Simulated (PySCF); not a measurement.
Isomers C$_{4}$H$_{11}$OPSi:

A. `O=P1(C[SiH3])CCC1`
B. `O=[P@@H]1[C@H](C)[C@H]([SiH3])C1`
C. `O=[PH]1CC[SiH2]CC1`

Spectrum 1. 1H NMR (300 MHz, computed): δ 7.42 (m, 1H), 3.89 (d, 3H), 2.64 (m, 1H), 2.50 (m, 1H), 2.43 (m, 1H), 1.44 (m, 3H), 1.24 (m, 1H). 13C{1H} NMR (computed): δ 49.2 (CH), 40.5 (CH2), 12.5 (CH3), 8.6 (CH).

Spectrum 2. 1H NMR (300 MHz, computed): δ 7.26 (m, 1H), 4.13 (m, 1H), 4.03 (m, 1H), 2.33 (m, 2H), 1.81 (m, 2H), 1.25 (m, 2H), 0.99 (m, 2H). 13C{1H} NMR (computed): δ 29.3 (CH2), 2.6 (CH2).

Spectrum 3. 1H NMR (300 MHz, computed): δ 4.03 (m, 3H), 2.65 (m, 2H), 2.37 (m, 2H), 1.87 (m, 1H), 1.21 (m, 1H), 0.95 (m, 2H). 13C{1H} NMR (computed): δ 41.9 (CH2), 12.9 (CH2), 10.4 (CH2).

Theory: GIAO PBE0/pcSseg-1 shieldings, GFN2-xTB geometry, in PySCF 2.14 (a single conformation, gas phase, non-relativistic Hamiltonian, one averaged value for each set of equivalent atoms).

Referencing at the same level of theory: TMS for 1H (σref 31.72) and 13C (σref 186.93). Splittings of carbon signals by F and P are missing where no couplings were computed. Where no couplings were computed, multiplicities follow the n + 1 count of equivalent neighbours, and m marks all less simple cases (inequivalent or close neighbours, rings, F or P nearby). Shifts are as computed. Against solution values, carbons near 30 ppm lie about +3 ppm off and those near 130 ppm about +5 ppm. Of 1211 compounds with measured shifts, 218 miss one by over three times the rms of a fit or turn the order of signals round; such compounds aren't used in these exercises.

Which spectrum belongs to which compound?

## Answers

1–B, 2–C, 3–A.

- Spectrum 1 (B): 4 13C signals; δC 12.5 is a methyl carbon; δC 8.6 is an sp3 CH bonded to Si.
- Spectrum 2 (C): 2 13C signals; δC 2.6 is an sp3 CH2 bonded to Si; δC 29.3 is an sp3 CH2 bonded to P.
- Spectrum 3 (A): 3 13C signals; δC 10.4 is an sp3 CH2 in a ring; δC 41.9 is an sp3 CH2 bonded to P.
